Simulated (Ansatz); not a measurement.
Relaxation of C2H4OSi (8 atoms, charge 0, multiplicity 1), to a largest force component of 0.015 eV/Å in at most 40 steps.

Computed with Ansatz, RKS CAM-B3LYP-D4/def2-SVP.

```xyz
8
Properties=species:S:1:pos:R:3
O 1.765 1.797 -0.426
C 0.780 1.089 -0.493
C 0.480 0.001 0.387
Si -0.970 -1.009 0.258
H 0.021 1.262 -1.287
H 1.213 -0.180 1.167
H -1.285 -2.118 1.148
H -2.006 -0.842 -0.754
```

Where does it end, and by what steps?

The run converged. After 6 steps the energy has fallen by 0.094 eV; H8 moved furthest, 0.09 Å.

```csv
step,energy less start (eV),largest force component (eV/Å),accepted
0,0.0000,1.642,yes
1,-0.0824,0.715,yes
2,-0.0927,0.175,yes
3,-0.0927,0.160,yes
4,-0.0859,0.309,no
5,-0.0938,0.025,yes
6,-0.0939,0.003,yes
```

```xyz
8
Properties=species:S:1:pos:R:3
O 1.743 1.779 -0.428
C 0.760 1.081 -0.502
C 0.455 -0.029 0.398
Si -0.950 -0.999 0.263
H 0.000 1.265 -1.307
H 1.196 -0.209 1.184
H -1.241 -2.117 1.183
H -1.963 -0.772 -0.791
```

Whether the end is a true minimum wasn't checked by a vibrational analysis.

Time of the run: 10 s on 2 threads of Intel(R) Xeon(R) Platinum 8488C (Sapphire Rapids), on a shared host, peak memory 0.19 GiB.
